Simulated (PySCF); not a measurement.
**ScF3, singlet: structure and spectrum**

Method: PBE0/[Sc def2-SVP, F def2-SVP], no relativity, density fitting, PySCF.

The structure is a minimum.

Z-matrix (Å, degrees; charge 0 multiplicity 1):
```
Sc
F  1 1.8221
F  1 1.8221 2 120.00
F  1 1.8221 2 120.00 3 180.00
```

| Quantity | Value |
| --- | --- |
| Point group | D3h |
| Bond lengths | Sc–F 1.822 Å (×3) |
| Bond angles | F–Sc–F 120.0° (×3) |
| Principal polarisabilities | 13.2, 23.0, 23.0 bohr³ |
| Rotational symmetry number | 6 |
| Principal quadrupole moments (Buckingham, traceless) about the centre of mass | -6.44, -6.44, 12.88 D Å |
| Rotational constants | 0.1782, 0.1782, 0.08908 cm⁻¹ |
| Entropy at 298.15 K and 1 bar | 303.9 J/(mol K) |
| Zero-point energy | 15.6 kJ/mol |
| Dipole moment | 0.00 D |
| Heat capacity Cp at 298.15 K | 66.8 J/(mol K) |
| Highest occupied level | -10.84 eV |
| Lowest empty level | -2.33 eV |
| Atomisation energy without zero-point energy | 1878 kJ/mol |
| Enthalpy at 298.15 K above 0 K | 16.11 kJ/mol |

Harmonic modes (masses in u: Sc 44.956, F 18.998):
```json
{"symmetry": "a2''", "ω (cm⁻¹)": "50", "IR (km/mol, summed over degenerate members)": "116", "μ (u)": "28.05", "type": "bend"}
{"symmetry": "e'", "ω (cm⁻¹)": "168", "IR (km/mol, summed over degenerate members)": "31.4", "μ (u)": "20.70", "type": "bend"}
{"symmetry": "a1'", "ω (cm⁻¹)": "665", "IR (km/mol, summed over degenerate members)": "0.0", "μ (u)": "19.00", "type": "stretch"}
{"symmetry": "e'", "ω (cm⁻¹)": "775", "IR (km/mol, summed over degenerate members)": "517", "μ (u)": "25.02", "type": "stretch"}
```

In D3h the vibrations span a2'' + 2e' + a1'. The a1' mode carries no infrared intensity, as symmetry demands.

Charges (e):
```json
{"atom": "Sc1", "Mulliken": "1.31", "Löwdin": "0.46", "polar tensor": "2.28", "Mayer order to Sc1": "–"}
{"atom": "F2,3,4", "Mulliken": "-0.44", "Löwdin": "-0.15", "polar tensor": "-0.76", "Mayer order to Sc1": "0.98"}
```

Mulliken populations on Sc1: s 6.09, p 12.29, d 1.19, f 0.11.

Formally Sc is in oxidation state +3, d0. The polar-tensor charge on Sc, 2.28, is below the formal one.

Stability towards spin polarisation was not tested. This need not be the most stable arrangement of these atoms.

The final relaxation and frequency run took 11 s on 2 threads of a shared Intel Xeon 6975P-C (Granite Rapids) host, with 73 basis functions and 8 gradients; the process peaked at 0.88 GiB. Launch command: `OMP_NUM_THREADS=2 python axn.py task.json out`.
